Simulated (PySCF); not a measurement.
Order these species by their calculated properties.

Species are written as SMILES; each is one conformer at its optimised geometry, gas phase, non-relativistic unless stated; the electronic structure was computed with PySCF and density fitting.

Dipoles, sizes and rotational constants follow the conformer. The torsions of the flexible species, by atom-mapped SMILES:
- `[CH3:1][C@H:2]([F:3])[C@@H:4]1[O:5][CH:6][CH2:7][O:8]1`: C1–C2–C4–O5 33°
- `[CH3:1]/[CH:2]=[C:3](\[CH3:4])[S:5][SiH2:6][NH:7]`: C2–C3–S5–Si6 105°, C3–S5–Si6–N7 52°, H–N7–Si6–S5 93°
- `[CH3:1][C:2]([F:3])/[C:4]([CH3:5])=[CH:6]\[Cl:7]`: C1–C2–C4–C5 180°
- `[CH2:1]=[C:2]([F:3])[C@H:4]([CH3:5])[CH:6][Cl:7]`: C1–C2–C4–C5 -132°, C2–C4–C6–Cl7 -84°

The conformers of `F[C@@H]1O[CH]CC[C@]1(F)Cl` [doublet state] and `F[C@@H]1OC[CH]C[C@]1(F)Cl` [doublet state] aren't listed.

Question: Rank by smallest rotational constant, lowest first (GFN2-xTB).
A. `C[C@@H]1[C](F)C[C@H]1Cl` [radical]
B. `C[C@H]1[C@H](Cl)[CH][C@@H]1F` [radical]
C. `C#CC(=C)[O-]`
D. `C(/C)=C(\S[SiH2][NH])C` [radical]
E. `C[C@H](F)[C@@H]1O[CH]CO1` [radical]
F. `C[C](F)/C(C)=C\Cl` [radical]

Answer: D (0.954 GHz), F (1.052 GHz), A (1.109 GHz), B (1.194 GHz), E (1.455 GHz), C (3.100 GHz).

Question: Rank by isotropic g value, highest first (unrestricted B3LYP/pcH-1, mean-field spin–orbit at GFN2-xTB geometries).
A. `F[C@@]1(C[CH]CO[C@H]1F)Cl` [radical]
B. `F[C@@H]1O[CH]CC[C@]1(F)Cl` [radical]
C. `C=C(F)[C@H](C)[CH]Cl` [radical]
D. `C/C=C(\C)S[SiH2][NH]` [radical]

Answer: D (2.01119), C (2.00600), B (2.00324), A (2.00295).

By how much do the two ends of that ranking differ?

By 0.00824, between `C/C=C(\C)S[SiH2][NH]` [doublet state] and `F[C@@H]1OC[CH]C[C@]1(F)Cl` [doublet state].
